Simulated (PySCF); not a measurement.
C2H8N, charge +1.

```xyz
11

C      1.2531     0.0000    -0.2710
N      0.0000     0.0000     0.5323
C     -1.2531     0.0000    -0.2710
H      2.1163     0.0000     0.4059
H      1.2681    -0.8978    -0.9010
H      1.2681     0.8978    -0.9010
H      0.0000     0.8155     1.1588
H      0.0000    -0.8155     1.1588
H     -2.1163     0.0000     0.4059
H     -1.2681     0.8978    -0.9010
H     -1.2681    -0.8978    -0.9010
```
Charge +1, spin multiplicity 1.

Geometry optimised at PBE0-D3(BJ)/def2-SVP. The isomer is the one that the SMILES or the coordinates give; other isomers of the formula were not compared.

Calculation: B3LYP/pcSseg-1 run with PySCF. Non-relativistic, no solvent.

Question: Give the absolute GIAO shielding of each atom: isotropic value and principal components (ppm). (The exact figures need the calculation; the answer reports its results.)

Answer: 
```
atom  σ(iso)    σ11    σ22    σ33  span
----  ------  -----  -----  -----  ----
C1     139.1  114.8  121.5  181.1  66.3
N2     204.0  201.9  204.7  205.3   3.3
C3     139.1  114.8  121.5  181.1  66.3
H4      27.9   23.7   25.4   34.6  10.8
H5      28.2   24.5   26.2   33.7   9.2
H6      28.2   24.5   26.2   33.7   9.2
H7      27.1   20.2   24.2   37.0  16.8
H8      27.1   20.2   24.2   37.0  16.8
H9      27.9   23.7   25.4   34.6  10.8
H10     28.2   24.5   26.2   33.7   9.2
H11     28.2   24.5   26.2   33.7   9.2
```
